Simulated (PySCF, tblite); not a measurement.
**Question.** Give a GFN2-xTB geometry of `C[P@](=O)(O)C(F)(F)F`.

**Answer.** 
```xyz
12
C2H4F3O2P angstrom
C     -1.388   -0.689    0.389
P     -0.028    0.512    0.419
O      0.424    1.070    1.689
O     -0.436    1.618   -0.658
C      1.361   -0.389   -0.495
F      2.384    0.443   -0.705
F      0.981   -0.863   -1.687
F      1.815   -1.430    0.208
H     -1.639   -0.951   -0.635
H     -2.245   -0.234    0.879
H     -1.088   -1.576    0.943
H     -0.139    2.488   -0.374
```

Any rigid rotation of these coordinates is as good. Atoms count from 1 in this order. The 2 C–P bonds span 1.815 Å (C1–P2, drawn single) to 1.891 Å (P2–C5, drawn single), a spread of 0.076 Å. P2 (phosphoryl phosphorus) is distorted tetrahedral (angles from 101.1° to 120.0°). The 2 O–P bonds span 1.459 Å (P2=O3, drawn double) to 1.597 Å (P2–O4, drawn single), a spread of 0.138 Å. All 3 C–F bonds measure 1.335 to 1.338 Å.

Bonds between heavy atoms (Å): C1–P2 1.815, P2=O3 1.459, P2–O4 1.597, P2–C5 1.891, C5–F6 1.335, C5–F7 1.338, C5–F8 1.335.

Structure optimised with GFN2-xTB, isolated species.

Point group: C1 (no symmetry element, even within 0.4 Å). Its GFN2-xTB frequencies are all real (lowest 32 cm⁻¹). The numbers are those of one conformer (C1–P2–O4–H 145°).

These are computed values.
